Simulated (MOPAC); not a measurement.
Input file for MOPAC: PM3 on CH7FSi (a complex), monomers drawn apart or pushed together.

```
PM3 1SCF PRECISE CHARGE=0 THREADS=1
CH7FSi

F      0.46224565 1     0.63421046 1    -0.36073181 1
H      0.76977426 1     0.16002728 1     0.38073523 1
C     -1.33239841 1     0.35940442 1     3.29524045 1
Si     0.16535698 1    -0.69846651 1     3.65858096 1
H     -1.03580644 1     1.36859201 1     3.00593881 1
H     -1.97277725 1     0.42998893 1     4.17627650 1
H     -1.91932315 1    -0.06346354 1     2.47863139 1
H      1.03921638 1    -0.79146822 1     2.44840136 1
H     -0.20922744 1    -2.08613757 1     4.01282829 1
H      1.00134255 1    -0.12357646 1     4.73655943 1
```

Program output:

```
*******************************************************************************
 **                                                                           **
 **                              MOPAC v23.2.5                                **
 **                                                                           **
 *******************************************************************************
 ** MOPAC's Digital Object Identifier: https://doi.org/10.5281/zenodo.6511958 **
 **                                                                           **
 ** Please cite the open-source release paper for use of this MOPAC version:  **
 ** J. E. Moussa and J. J. P. Stewart (2026)                                  **
 ** MOPAC: An open-source semiempirical molecular orbital program             **
 ** J. Open Source Softw., 11(119), 8025, https://doi.org/10.21105/joss.08025 **
 *******************************************************************************

                              PM3 CALCULATION RESULTS

 *******************************************************************************
 *  PM3        - The PM3 Hamiltonian to be used
 *
 *
 *
 *                 CHARGE ON SYSTEM = 0
 *
 *
 *
 *  PRECISE    - TIGHTER CRITERIA TO BE USED
 *  1SCF       - DO 1 SCF AND THEN STOP
 *  THREADS=1  - MULTI-THREADING NOT USED
 *  T=         - A TIME OF 172800.0 SECONDS REQUESTED
 *  DUMP=N     - RESTART FILE WRITTEN EVERY 7200.0 SECONDS REQUESTED
 *******************************************************************************
PM3 1SCF PRECISE CHARGE=0 THREADS=1
 CH7FSi

   ATOM   CHEMICAL          X               Y               Z
  NUMBER   SYMBOL      (ANGSTROMS)     (ANGSTROMS)     (ANGSTROMS)

     1       F          0.46224565  *   0.63421046  *  -0.36073181  *
     2       H          0.76977426  *   0.16002728  *   0.38073523  *
     3       C         -1.33239841  *   0.35940442  *   3.29524045  *
     4      Si          0.16535698  *  -0.69846651  *   3.65858096  *
     5       H         -1.03580644  *   1.36859201  *   3.00593881  *
     6       H         -1.97277725  *   0.42998893  *   4.17627650  *
     7       H         -1.91932315  *  -0.06346354  *   2.47863139  *
     8       H          1.03921638  *  -0.79146822  *   2.44840136  *
     9       H         -0.20922744  *  -2.08613757  *   4.01282829  *
    10       H          1.00134255  *  -0.12357646  *   4.73655943  *



          CARTESIAN COORDINATES

    NO.       ATOM           X           Y           Z

     1         F          0.4622      0.6342     -0.3607
     2         H          0.7698      0.1600      0.3807
     3         C         -1.3324      0.3594      3.2952
     4        Si          0.1654     -0.6985      3.6586
     5         H         -1.0358      1.3686      3.0059
     6         H         -1.9728      0.4300      4.1763
     7         H         -1.9193     -0.0635      2.4786
     8         H          1.0392     -0.7915      2.4484
     9         H         -0.2092     -2.0861      4.0128
    10         H          1.0013     -0.1236      4.7366

  H: (PM3): J. J. P. STEWART, J. COMP. CHEM. 10, 209 (1989).
  C: (PM3): J. J. P. STEWART, J. COMP. CHEM. 10, 209 (1989).
  F: (PM3): J. J. P. STEWART, J. COMP. CHEM. 10, 209 (1989).
 Si: (PM3): J. J. P. STEWART, J. COMP. CHEM. 10, 209 (1989).

           Empirical Formula: C H7 F Si  =    10 atoms



      MOLECULAR POINT GROUP   :   Cs


      RHF CALCULATION, NO. OF DOUBLY OCCUPIED LEVELS = 11


 -------------------------------------------------------------------------------
 PM3 1SCF PRECISE CHARGE=0 THREADS=1
 CH7FSi



     1SCF WAS SPECIFIED, SO BFGS WAS NOT USED
     SCF FIELD WAS ACHIEVED


                              PM3 CALCULATION
                                                       MOPAC v23.2.5 Linux




          FINAL HEAT OF FORMATION =        -68.43754 KCAL/MOL =    -286.34267 KJ/MOL


          COSMO AREA              =        126.52 SQUARE ANGSTROMS
          COSMO VOLUME            =        111.56 CUBIC ANGSTROMS

          IONIZATION POTENTIAL    =         11.265743 EV
          HOMO LUMO ENERGIES (EV) =        -11.266  0.480
          NO. OF FILLED LEVELS    =         11
          MOLECULAR WEIGHT        =         66.1502         POINT GROUP:  Cs

          MOLECULAR DIMENSIONS (Angstroms)

            Atom       Atom       Distance
            H     9    F     1     5.19415
            H     6    H     8     3.47831
            H    10    H     7     2.71001


          SCF CALCULATIONS        =          1





   ATOM   CHEMICAL          X               Y               Z
  NUMBER   SYMBOL      (ANGSTROMS)     (ANGSTROMS)     (ANGSTROMS)

     1       F          0.46224565  *   0.63421046  *  -0.36073181  *
     2       H          0.76977426  *   0.16002728  *   0.38073523  *
     3       C         -1.33239841  *   0.35940442  *   3.29524045  *
     4      Si          0.16535698  *  -0.69846651  *   3.65858096  *
     5       H         -1.03580644  *   1.36859201  *   3.00593881  *
     6       H         -1.97277725  *   0.42998893  *   4.17627650  *
     7       H         -1.91932315  *  -0.06346354  *   2.47863139  *
     8       H          1.03921638  *  -0.79146822  *   2.44840136  *
     9       H         -0.20922744  *  -2.08613757  *   4.01282829  *
    10       H          1.00134255  *  -0.12357646  *   4.73655943  *

                             CARTESIAN COORDINATES

   1    F        0.462245650     0.634210460    -0.360731810
   2    H        0.769774260     0.160027280     0.380735230
   3    C       -1.332398410     0.359404420     3.295240450
   4   Si        0.165356980    -0.698466510     3.658580960
   5    H       -1.035806440     1.368592010     3.005938810
   6    H       -1.972777250     0.429988930     4.176276500
   7    H       -1.919323150    -0.063463540     2.478631390
   8    H        1.039216380    -0.791468220     2.448401360
   9    H       -0.209227440    -2.086137570     4.012828290
  10    H        1.001342550    -0.123576460     4.736559430


           Empirical Formula: C H7 F Si  =    10 atoms



      MOLECULAR POINT GROUP   :   Cs


                  EIGENVALUES
 -29.17664 -23.43189 -16.93186 -16.01260 -15.94539 -15.94464 -14.32288 -14.30717
 -11.58578 -11.32254 -11.26574   0.47982   1.53453   1.86962   2.06903   3.93727
   4.41180   4.47104   4.47657


              NET ATOMIC CHARGES AND DIPOLE CONTRIBUTIONS

  ATOM NO.   TYPE          CHARGE      No. of ELECS.   s-Pop       p-Pop
    1          F          -0.176334        7.1763     1.63975     5.53659
    2          H           0.171238        0.8288     0.82876
    3          C          -0.276282        4.2763     1.14983     3.12645
    4         Si           0.470571        3.5294     0.95160     2.57783
    5          H           0.058174        0.9418     0.94183
    6          H           0.059028        0.9410     0.94097
    7          H           0.058143        0.9419     0.94186
    8          H          -0.136843        1.1368     1.13684
    9          H          -0.113844        1.1138     1.11384
   10          H          -0.113849        1.1138     1.11385
 DIPOLE           X         Y         Z       TOTAL
 POINT-CHG.    -0.117    -0.246     0.838     0.881
 HYBRID         0.117    -0.235     0.420     0.496
 SUM           -0.000    -0.481     1.258     1.347


          ATOMIC ORBITAL ELECTRON POPULATIONS

     Atom    s        px        py        pz
    1  F   1.63975   1.94947   1.88007   1.70704
    2  H   0.82876
    3  C   1.14983   1.04947   1.04154   1.03544
    4 Si   0.95160   0.84063   0.86544   0.87176
    5  H   0.94183
    6  H   0.94097
    7  H   0.94186
    8  H   1.13684
    9  H   1.11384
   10  H   1.11385

 **********************
 *                    *
 * JOB ENDED NORMALLY *
 *                    *
 **********************




 == MOPAC DONE ==
```

The run finished.

Cost: roughly 0.03 core-seconds.
